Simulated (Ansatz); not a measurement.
# Computed against measured: atomisation enthalpy at 298 K

8 molecules without hydrogen; the atomisation enthalpy at 298 K in kJ/mol, computed less measured. Shapes, held fixed at every level: PBE0-D4/def2-TZVP. Flexible molecules stand in one conformer, not always the lowest. Thermal terms are harmonic and unscaled (PBE0-D4/def2-TZVP); the spin-orbit lowering of the free atoms is taken from their spectra. Programs: Ansatz 0.2.0. Measured values: Active Thermochemical Tables, CRC Handbook of Chemistry and Physics, NIST-JANAF tables.

Levels: A = SPW92/def2-TZVPP; B = r2SCAN-D4/def2-TZVPP; C = PBE0-D4/def2-TZVPP.

```
                            molecule  from tabulated heats     A     B    C
                       N2 (nitrogen)                   945  +162   -37  -14
                CO2 (carbon dioxide)                  1609  +349   +21   +9
             BF3 (boron trifluoride)                  1944  +325   +10  -14
         BiCl3 (bismuth trichloride)                   837  +309  +100  +93
CBr2ClF (dibromochlorofluoromethane)                  1329  +384   +18  +18
       CBr3Cl (SMILES ClC(Br)(Br)Br)                  1121  +331    +8  +17
  GeF4 (SMILES [F][Ge]([F])([F])[F])                  1880  +381   +20  -33
                S8 (cyclooctasulfur)                  2115  +736  +105  +97
```

Problem. Sum up the errors.

Solution. 
| level | kind | mean error | mean absolute error | worst case |
| --- | --- | --- | --- | --- |
| SPW92/def2-TZVPP | LDA | +372.1 | 372.1 | S8 |
| r2SCAN-D4/def2-TZVPP | meta-GGA | +30.6 | 39.9 | S8 |
| PBE0-D4/def2-TZVPP | global hybrid | +21.6 | 36.9 | S8 |

On this set PBE0-D4/def2-TZVPP has the smallest mean absolute error and SPW92/def2-TZVPP the largest. SPW92/def2-TZVPP is too high in 8 of 8; r2SCAN-D4/def2-TZVPP is too high in 7 of 8. The heats of BiCl3, GeF4 come from older tables and can be uncertain by 10 kJ/mol or more. The molecules' own spin-orbit binding is left out, so errors for heavy halides read too negative. Heats of the atoms come from ATcT where it has them, that of boron, 570 kJ/mol, from recent work. The smallest two are near a tie. For atoms past krypton def2 sets carry core potentials with scalar relativity. Relativity is left out for Br, Ge. The set is small.
